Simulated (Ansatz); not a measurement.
Cost and result for the atomization energy of CH$_{6}$F$_{2}$O$_{2}$Si$_{2}$ (`C[SiH](O)[Si](O)(F)F`) (13 atoms, 12 bonds).

Z-matrix (Å, degrees):
```
C
Si 1 1.856
H 1 1.093 2 110.2
H 1 1.092 2 110.9 3 120.2
H 1 1.093 2 110.5 3 -119.6
O 2 1.652 1 107.8 3 -58.5
Si 2 2.344 1 112.2 3 -177.1
H 2 1.492 1 110.6 3 63.3
H 6 0.959 2 117.1 1 -167.0
O 7 1.628 2 107.1 1 156.6
F 7 1.596 2 113.1 1 36.0
F 7 1.595 2 113.5 1 -82.0
H 10 0.960 7 120.5 2 -178.6
```

The species carries charge 0 and has multiplicity 1. All single points use the PBE0-D4/def2-TZVP geometry. It is one conformer, not always the lowest. Program: Ansatz. All runs use 2 threads of an AMD EPYC 7R13 on a shared host and a share of an NVIDIA H100 80 GB. Times are those of one run each, without the atoms' runs, and a repeat can differ threefold. Electronic energies, without spin–orbit coupling; frozen cores. CCSD(T)/CBS adds CCSD(T) − MP2 in def2-TZVPP to the MP2 limit, and its time is that of the two runs behind it. T1 = 0.012. B3LYP takes the VWN-RPA correlation (the form of Gaussian; ORCA's B3LYP/G).

CCSD(T)/CBS is a level of theory with its own doubt, some kJ/mol a heavy atom from the limit and from the frozen cores, so smaller differences don't rank the functionals.

| level | functions | atomization (kJ/mol) | difference from CCSD(T)/CBS | per bond |
| --- | --- | --- | --- | --- |
| PBE-D4/def2-TZVPP (with forces) | 323 | 5244.0 | 25.0 | 2.1 |
| PBE0-D4/def2-TZVPP | 323 | 5140.0 | -79.0 | -6.6 |
| ωB97X-V/def2-TZVPP | 323 | 5204.7 | -14.3 | -1.2 |
| r2SCAN-D4/def2-TZVPP (with forces) | 323 | 5199.9 | -19.1 | -1.6 |
| ωB97M-V/def2-TZVPP (with forces) | 323 | 5199.8 | -19.2 | -1.6 |
| B2PLYP/def2-TZVPP | 323 | 5129.1 | -89.9 | -7.5 |
| B3LYP-D4/def2-TZVPP (with forces) | 323 | 5161.6 | -57.4 | -4.8 |
| CCSD(T)/def2-TZVPP | 323 | 5062.2 | -156.8 | -13.1 |
| CCSD(T)/CBS(def2) | – | 5219.0 | 0.0 | 0.0 |
| MP2/def2-QZVPP | 605 | 5293.7 | 74.7 | 6.2 |

Task: Order the runs by time, with rough figures. (An estimate is asked.)

Result: Ansatz gave: PBE0-D4/def2-TZVPP 2.9 s; B2PLYP/def2-TZVPP 3.6 s; r2SCAN-D4/def2-TZVPP (with forces) 3.8 s; B3LYP-D4/def2-TZVPP (with forces) 3.8 s; PBE-D4/def2-TZVPP (with forces) 4.9 s; ωB97X-V/def2-TZVPP 5.5 s; ωB97M-V/def2-TZVPP (with forces) 5.5 s; MP2/def2-QZVPP 6 s; CCSD(T)/def2-TZVPP 13 s; CCSD(T)/CBS(def2) 19 s.

The D4 term adds +49.6 kJ/mol with B3LYP and +26.4 kJ/mol with PBE0; it sums over pairs of atoms, weighted by their polarisabilities, and B3LYP, whose exchange is more repulsive, gets the larger term. From PBE to PBE0 (25 % exact exchange), in def2-TZVPP and without D4, the atomization energy moves by −99.6 kJ/mol: exact exchange takes away binding that semilocal exchange gives to molecules. In def2-TZVPP, CCSD(T) changes the Hartree–Fock value by +1252.8 kJ/mol (the triples alone add +72.7 kJ/mol) and MP2 by +1389.2 kJ/mol; breaking electron pairs costs correlation energy, which Hartree–Fock lacks.
